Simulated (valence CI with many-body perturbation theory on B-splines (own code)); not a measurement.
## Ag XIV in brief

Method: relativistic CI+MBPT: six valence electrons over a frozen Dirac-Fock core [Ar] 3d10, a basis of 9 s, 9 p, 8 d, 6 f, 3 g, 1 h functions for each j, with the one-electron correlation potential Σ1 (screened to all orders), the two-electron term Σ2, the three-electron term Σ3, Breit, model QED; selected single and double excitations, second order for the rest, scaled by the run's own slope (own B-spline code, finite nucleus).

No measured spectrum was set against this ion. As an estimate, levels hold to about 250 cm⁻¹ or 0.2 % of their energy and the worst to 1 %, as in measured heavy ions of charge 2 to 7; those with d or f electrons hold less well. Among the levels kept, up to 1300 cm⁻¹ of a level comes from second order outside the variational space, and about a tenth of that is noise between levels of different J, which matters for small intervals.

Names give the largest LS component (configuration and term), which can be under half, so a name can repeat, a term be missing and a line seem to break the LS rules; names also repeat where a configuration has a term twice.

Rates and lifetimes use the calculated energies. Strong lines usually hold to 10 to 20 %, long lifetimes can be off by a factor of two.

(1) What is the ground level?

(2) Where does the other parity begin?

(3) How well does LS coupling describe the low levels?

(4) What is the ionisation energy?

(5) What are the static dipole polarisabilities of the lowest levels?

(6) Among levels below 634510 cm⁻¹, which E1 lines absorb most strongly from the ground level?

(7) How is the term 3P of the ground level split?

Answers

(1) 4s2.4p4 3P_2, composition 80 % 4s2.4p4 3P + 17 % 4s2.4p4 1D, g = 1.410.

(2) At 4s.4p5 3P°_2, 343780 cm⁻¹.

(3) Among the lowest 20 levels the leading LS term, summed over configurations, holds 73 % on average. For single configurations the figures are 68 % in LS and 71 % in jj coupling. Terms mix most in the J = 2 level at 490670 cm⁻¹, where the leading one holds 35 %.

(4) 322.03 eV; NIST lists 321 ± 3 eV (theoretical).

(5) 4s2.4p4 3P_2 0.564 (tensor 0.017); 4s2.4p4 3P_0 0.564; 4s2.4p4 3P_1 0.580 (tensor -0.016); 4s2.4p4 1D_2 0.577 (tensor -0.047) bohr³, of which the core gives 0.0271.

(6) to 4s2.4p3.4d 3D°_3 at 16.02 nm, f = 1.52; to 4s2.4p3.4d 3P°_2 at 16.59 nm, f = 0.638; to 4s2.4p3.4d 3P°_1 at 16.50 nm, f = 0.359.

(7) J = 2 at 0, J = 0 at 26587, J = 1 at 48081 cm⁻¹.
